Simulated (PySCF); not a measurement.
## PbS: frontier orbitals

PBE0 at R = 2.290 Å; Pb cc-pVTZ-PP with ECP60, S cc-pV(T+d)Z; scalar-relativistic core potentials (PySCF 2.14). State: ¹Σ⁺ (singlet), closed shell. Only the outer orbitals are listed, counted within each symmetry, core potentials removing the inner ones.

```csv
orbital,occ.,ε (eV),on Pb (%),main shells (%)
7σ,2,-18.28,25,"74 S s, 17 Pb s"
8σ,2,-13.16,73,"71 Pb s, 17 S s, 10 S p"
9σ,2,-7.22,42,"57 S p, 32 Pb p, 9 Pb s"
4π,2,-6.98,22,"77 S p, 20 Pb p"
4π,2,-6.98,22,"77 S p, 20 Pb p"
5π,0,-2.43,81,"80 Pb p, 18 S p"
5π,0,-2.43,81,"80 Pb p, 18 S p"
10σ,0,0.46,89,"82 Pb p, 18 S p"
```

**Question.** Which are the highest filled and the lowest empty level, where do they sit, and how wide is the gap?

**Answer.** Highest filled 4π at -6.98 eV (in %: 77 S p, 20 Pb p); lowest empty 5π at -2.43 eV (in %: 80 Pb p, 18 S p); the gap at PBE0 is 4.55 eV.

* bond order (Mayer): 2.29
* ⟨S²⟩: 0.000
* charge on Pb (Mulliken, basis-dependent): 0.41
* charge on Pb (Löwdin, basis-dependent): 0.21
* dipole moment (positive dipole means Pb(−)S(+)): -4.10 D
* polarisability along the bond: 91.4 bohr³
* polarisability across the bond: 43.1 bohr³

These are scalar-relativistic numbers at best; spin–orbit coupling would shift them, the dissociation energy most.
